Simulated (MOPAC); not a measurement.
A run for MOPAC: PM6 on C4H12O (a complex).

```
PM6 1SCF PRECISE CHARGE=0 THREADS=1
C4H12O

C     -0.32389045 1     0.76152648 1     0.02995093 1
C      0.17250439 1    -0.68025569 1    -0.03513193 1
H     -1.38508647 1     0.82556823 1    -0.22077932 1
H      0.21784977 1     1.39717296 1    -0.67362249 1
H     -0.18876006 1     1.17461843 1     1.03010020 1
H     -0.37524208 1    -1.31987335 1     0.66023688 1
H      1.23129391 1    -0.74609672 1     0.22391188 1
H      0.05062839 1    -1.10329221 1    -1.03455325 1
C      1.17720417 1    -0.33825640 1     3.69929435 1
O      0.10220977 1     0.55677479 1     3.51893738 1
C     -1.15207062 1    -0.05919084 1     3.70641211 1
H      1.12475411 1    -1.17455347 1     2.99069878 1
H      1.19181713 1    -0.74524585 1     4.71903498 1
H      2.09694394 1     0.21806716 1     3.52499316 1
H     -1.30481879 1    -0.88190840 1     2.99587231 1
H     -1.91597154 1     0.69883678 1     3.54082445 1
H     -1.25475127 1    -0.45620957 1     4.72494242 1
```

The log:

```
*******************************************************************************
 **                                                                           **
 **                              MOPAC v23.2.5                                **
 **                                                                           **
 *******************************************************************************
 ** MOPAC's Digital Object Identifier: https://doi.org/10.5281/zenodo.6511958 **
 **                                                                           **
 ** Please cite the open-source release paper for use of this MOPAC version:  **
 ** J. E. Moussa and J. J. P. Stewart (2026)                                  **
 ** MOPAC: An open-source semiempirical molecular orbital program             **
 ** J. Open Source Softw., 11(119), 8025, https://doi.org/10.21105/joss.08025 **
 *******************************************************************************

                              PM6 CALCULATION RESULTS

 *******************************************************************************
 *  PM6        - The PM6 Hamiltonian to be used
 *
 *
 *
 *                 CHARGE ON SYSTEM = 0
 *
 *
 *
 *  PRECISE    - TIGHTER CRITERIA TO BE USED
 *  1SCF       - DO 1 SCF AND THEN STOP
 *  THREADS=1  - MULTI-THREADING NOT USED
 *  T=         - A TIME OF 172800.0 SECONDS REQUESTED
 *  DUMP=N     - RESTART FILE WRITTEN EVERY 7200.0 SECONDS REQUESTED
 *******************************************************************************
PM6 1SCF PRECISE CHARGE=0 THREADS=1
 C4H12O

   ATOM   CHEMICAL          X               Y               Z
  NUMBER   SYMBOL      (ANGSTROMS)     (ANGSTROMS)     (ANGSTROMS)

     1       C         -0.32389045  *   0.76152648  *   0.02995093  *
     2       C          0.17250439  *  -0.68025569  *  -0.03513193  *
     3       H         -1.38508647  *   0.82556823  *  -0.22077932  *
     4       H          0.21784977  *   1.39717296  *  -0.67362249  *
     5       H         -0.18876006  *   1.17461843  *   1.03010020  *
     6       H         -0.37524208  *  -1.31987335  *   0.66023688  *
     7       H          1.23129391  *  -0.74609672  *   0.22391188  *
     8       H          0.05062839  *  -1.10329221  *  -1.03455325  *
     9       C          1.17720417  *  -0.33825640  *   3.69929435  *
    10       O          0.10220977  *   0.55677479  *   3.51893738  *
    11       C         -1.15207062  *  -0.05919084  *   3.70641211  *
    12       H          1.12475411  *  -1.17455347  *   2.99069878  *
    13       H          1.19181713  *  -0.74524585  *   4.71903498  *
    14       H          2.09694394  *   0.21806716  *   3.52499316  *
    15       H         -1.30481879  *  -0.88190840  *   2.99587231  *
    16       H         -1.91597154  *   0.69883678  *   3.54082445  *
    17       H         -1.25475127  *  -0.45620957  *   4.72494242  *



          CARTESIAN COORDINATES

    NO.       ATOM           X           Y           Z

     1         C         -0.3239      0.7615      0.0300
     2         C          0.1725     -0.6803     -0.0351
     3         H         -1.3851      0.8256     -0.2208
     4         H          0.2178      1.3972     -0.6736
     5         H         -0.1888      1.1746      1.0301
     6         H         -0.3752     -1.3199      0.6602
     7         H          1.2313     -0.7461      0.2239
     8         H          0.0506     -1.1033     -1.0346
     9         C          1.1772     -0.3383      3.6993
    10         O          0.1022      0.5568      3.5189
    11         C         -1.1521     -0.0592      3.7064
    12         H          1.1248     -1.1746      2.9907
    13         H          1.1918     -0.7452      4.7190
    14         H          2.0969      0.2181      3.5250
    15         H         -1.3048     -0.8819      2.9959
    16         H         -1.9160      0.6988      3.5408
    17         H         -1.2548     -0.4562      4.7249

 General Reference for PM6:
 "Optimization of Parameters for Semiempirical Methods V: Modification of NDDO Approximations
 and Application to 70 Elements", J. J. P. Stewart, J. Mol. Mod., 13, 1173-1213 (2007)
 URL: https://link.springer.com/article/10.1007/s00894-007-0233-4

           Empirical Formula: C4 H12 O  =    17 atoms



      MOLECULAR POINT GROUP   :   C1


      RHF CALCULATION, NO. OF DOUBLY OCCUPIED LEVELS = 17


 -------------------------------------------------------------------------------
 PM6 1SCF PRECISE CHARGE=0 THREADS=1
 C4H12O



     1SCF WAS SPECIFIED, SO BFGS WAS NOT USED
     SCF FIELD WAS ACHIEVED


                              PM6 CALCULATION
                                                       MOPAC v23.2.5 Linux




          FINAL HEAT OF FORMATION =        -60.50120 KCAL/MOL =    -253.13702 KJ/MOL


          COSMO AREA              =        144.46 SQUARE ANGSTROMS
          COSMO VOLUME            =        134.65 CUBIC ANGSTROMS

          IONIZATION POTENTIAL    =          9.718852 EV
          HOMO LUMO ENERGIES (EV) =         -9.719  2.377
          NO. OF FILLED LEVELS    =         17
          MOLECULAR WEIGHT        =         76.1382         POINT GROUP:  C1

          MOLECULAR DIMENSIONS (Angstroms)

            Atom       Atom       Distance
            H    17    H     8     5.94092
            H     3    H    14     4.32247
            H     4    H     6     2.85191


          SCF CALCULATIONS        =          1





   ATOM   CHEMICAL          X               Y               Z
  NUMBER   SYMBOL      (ANGSTROMS)     (ANGSTROMS)     (ANGSTROMS)

     1       C         -0.32389045  *   0.76152648  *   0.02995093  *
     2       C          0.17250439  *  -0.68025569  *  -0.03513193  *
     3       H         -1.38508647  *   0.82556823  *  -0.22077932  *
     4       H          0.21784977  *   1.39717296  *  -0.67362249  *
     5       H         -0.18876006  *   1.17461843  *   1.03010020  *
     6       H         -0.37524208  *  -1.31987335  *   0.66023688  *
     7       H          1.23129391  *  -0.74609672  *   0.22391188  *
     8       H          0.05062839  *  -1.10329221  *  -1.03455325  *
     9       C          1.17720417  *  -0.33825640  *   3.69929435  *
    10       O          0.10220977  *   0.55677479  *   3.51893738  *
    11       C         -1.15207062  *  -0.05919084  *   3.70641211  *
    12       H          1.12475411  *  -1.17455347  *   2.99069878  *
    13       H          1.19181713  *  -0.74524585  *   4.71903498  *
    14       H          2.09694394  *   0.21806716  *   3.52499316  *
    15       H         -1.30481879  *  -0.88190840  *   2.99587231  *
    16       H         -1.91597154  *   0.69883678  *   3.54082445  *
    17       H         -1.25475127  *  -0.45620957  *   4.72494242  *

                             CARTESIAN COORDINATES

   1    C       -0.323890450     0.761526480     0.029950930
   2    C        0.172504390    -0.680255690    -0.035131930
   3    H       -1.385086470     0.825568230    -0.220779320
   4    H        0.217849770     1.397172960    -0.673622490
   5    H       -0.188760060     1.174618430     1.030100200
   6    H       -0.375242080    -1.319873350     0.660236880
   7    H        1.231293910    -0.746096720     0.223911880
   8    H        0.050628390    -1.103292210    -1.034553250
   9    C        1.177204170    -0.338256400     3.699294350
  10    O        0.102209770     0.556774790     3.518937380
  11    C       -1.152070620    -0.059190840     3.706412110
  12    H        1.124754110    -1.174553470     2.990698780
  13    H        1.191817130    -0.745245850     4.719034980
  14    H        2.096943940     0.218067160     3.524993160
  15    H       -1.304818790    -0.881908400     2.995872310
  16    H       -1.915971540     0.698836780     3.540824450
  17    H       -1.254751270    -0.456209570     4.724942420


           Empirical Formula: C4 H12 O  =    17 atoms



      MOLECULAR POINT GROUP   :   C1


                  EIGENVALUES
 -30.19266 -26.93447 -25.69006 -23.63633 -21.59398 -16.91401 -16.32703 -16.18595
 -14.83626 -14.74305 -13.59813 -13.02498 -12.87568 -12.03731 -11.80619 -11.77005
  -9.71885   2.37705   4.33352   4.70073   5.40826   5.45475   5.47766   5.64549
   5.87708   5.92816   6.00635   6.14997   6.40721   6.50082   7.04049   7.23692


              NET ATOMIC CHARGES AND DIPOLE CONTRIBUTIONS

  ATOM NO.   TYPE          CHARGE      No. of ELECS.   s-Pop       p-Pop
    1          C          -0.428722        4.4287     1.07583     3.35290
    2          C          -0.417676        4.4177     1.07455     3.34313
    3          H           0.137278        0.8627     0.86272
    4          H           0.139124        0.8609     0.86088
    5          H           0.159784        0.8402     0.84022
    6          H           0.134831        0.8652     0.86517
    7          H           0.138353        0.8616     0.86165
    8          H           0.136782        0.8632     0.86322
    9          C          -0.189343        4.1893     1.08677     3.10257
   10          O          -0.402374        6.4024     1.84045     4.56192
   11          C          -0.189988        4.1900     1.08666     3.10333
   12          H           0.120945        0.8791     0.87906
   13          H           0.119441        0.8806     0.88056
   14          H           0.150495        0.8495     0.84950
   15          H           0.121208        0.8788     0.87879
   16          H           0.150360        0.8496     0.84964
   17          H           0.119502        0.8805     0.88050
 DIPOLE           X         Y         Z       TOTAL
 POINT-CHG.    -0.211    -1.837     0.559     1.931
 HYBRID         0.008     0.040    -0.039     0.056
 SUM           -0.203    -1.797     0.520     1.882


          ATOMIC ORBITAL ELECTRON POPULATIONS

     Atom    s        px        py        pz
    1  C   1.07583   1.14428   1.03305   1.17557
    2  C   1.07455   1.14585   1.04033   1.15694
    3  H   0.86272
    4  H   0.86088
    5  H   0.84022
    6  H   0.86517
    7  H   0.86165
    8  H   0.86322
    9  C   1.08677   0.94590   1.02863   1.12804
   10  O   1.84045   1.20802   1.42128   1.93261
   11  C   1.08666   0.87897   1.09641   1.12795
   12  H   0.87906
   13  H   0.88056
   14  H   0.84950
   15  H   0.87879
   16  H   0.84964
   17  H   0.88050

 **********************
 *                    *
 * JOB ENDED NORMALLY *
 *                    *
 **********************




 == MOPAC DONE ==
```

The run finished.

Cost: around 0.03 core-seconds (rough).
